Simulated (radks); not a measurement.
The numbers below are computed, except where a source is named.
Q: All-electron atom: Ta+ in [Xe] 4f13 5d3 6s2 (not the ground configuration). Code: a radial shooting solver on a logarithmic mesh with Libxc functionals. Model: Dirac Kohn-Sham, PBE, spin-unpolarised, spherical densities, finite nucleus; open shells are shared between the two j in proportion to 2j + 1; Fermi nuclear charge, rms radius 5.3507 fm. Some entries of the table are withheld. Estimate them.

orbital,occ.,eigenvalue (eV),<1/r> (bohr^-1)
1s1/2,2,-67273.12,85.40
2s1/2,2,-11567.71,(1)
2p1/2,2,-11057.94,20.71
2p3/2,4,-9787.920,17.50
3s1/2,2,-2666.365,7.611
3p1/2,2,-2439.345,7.528
3p3/2,4,-2165.969,6.698
3d3/2,4,-1781.895,(2)
3d5/2,6,-1722.364,(3)
4s1/2,2,-559.4878,3.200
4p1/2,2,-465.7581,3.091
4p3/2,4,-402.5048,2.803
4d3/2,4,-248.2467,2.589
4d5/2,6,-236.5747,2.520
5s1/2,2,-86.9322,1.245
5p1/2,2,-59.0750,1.119
5p3/2,4,-49.7072,1.018
4f5/2,5.57143,-44.3938,2.061
4f7/2,7.42857,-42.3228,2.032
5d3/2,1.2,-14.0760,(4)
5d5/2,1.8,-13.2619,(5)
6s1/2,2,-12.9565,0.4351

A: 
(1) 2s1/2 <1/r> (bohr^-1): 20.74
(2) 3d3/2 <1/r> (bohr^-1): 6.590
(3) 3d5/2 <1/r> (bohr^-1): 6.393
(4) 5d3/2 <1/r> (bohr^-1): 0.6992
(5) 5d5/2 <1/r> (bohr^-1): 0.6756
